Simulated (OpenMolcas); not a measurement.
## Ag5+: moving or changing the point charges

Ag5+ among 4 point charges of -2 e arranged as a tetrahedron (Td), 2.24 Å from the ion.
```
   1.2933    1.2933    1.2933  -2.00
   1.2933   -1.2933   -1.2933  -2.00
  -1.2933    1.2933   -1.2933  -2.00
  -1.2933   -1.2933    1.2933  -2.00
```

```json
{"Program": "OpenMolcas 26.06", "Method": "SS-CASPT2, IPEA 0.25 Eh, imaginary shift 0.1 Eh (closed shells correlated: 4s 4p)", "Basis": "ANO-RCC-VTZP [7s6p4d2f1g]", "Scalar Hamiltonian": "DKH2, point nucleus", "Active space": "6 electrons in 5 orbitals (4d)", "State averaging": "2S+1 = 5 even, 5 roots; 2S+1 = 3 even, 45 roots; 2S+1 = 1 even, 50 roots", "Spin-orbit coupling": "RASSI with atomic mean-field integrals over the reference wave functions"}
```

Runs around this geometry, states (labels of Td). Energies in cm-1 above the lowest state or level, χT in cm3 K/mol.

| R (Å) | q (e) | Ground state | First state of that spin | First gap with spin-orbit (degeneracies) | χT at 300 K | First state of another spin |
| --- | --- | --- | --- | --- | --- | --- |
| 2.24 | -1 | 5E | 5T2 420 | 35 (1, 3) | 5.562 | 3E 21530 |
| 2.04 | -2 | 5E | 5T2 1410 | 100 (1, 3) | 5.265 | 3T1 21460 |
| 2.24 | -2 | 5E | 5T2 880 | 70 (1, 3) | 5.447 | 3T1 21540 |
| 2.35 | -2 | 5E | 5T2 760 | 62 (1, 3) | 5.481 | 3T1 21550 |

Taking the first state of the same spin as R^-n, n = -ln(760 / 1410) / ln(2.35 / 2.04) = 4.4 between the shortest and longest distance.

Roots that are degenerate in the reference are averaged as groups; the widest CASPT2 spread within a group is 380 cm-1 (the 3-fold group of multiplicity 3 near 54000 cm-1 above the lowest state of its run, R = 2.24, q = -2). Shifts and gaps below about the spread of the groups concerned are not significant. An orbital doublet at a regular site is open to a Jahn-Teller distortion, which this geometry leaves out. Point charges give a weaker field than real ligands, and real ions of this kind are as a rule low spin; the high spin found here belongs to the model. The ground term spreads over less than 5000 cm-1, several times less than with real ligands, so orbital moments are less quenched and χT lies further from the spin-only value than at real sites. Free-ion shares, where given, are those of the reference states; single-state CASPT2 does not remix them. Spin-orbit coupling mixes the spin-free states strongly: the lowest level takes only 62 % from its leading state, 5E (figures for R = 2.24, q = -1; the like holds for R = 2.04, q = -2, R = 2.24, q = -2, R = 2.35, q = -2). Point charges carry no covalency, so the field is a model and not that of real ligands. No measured value stands beside these numbers.
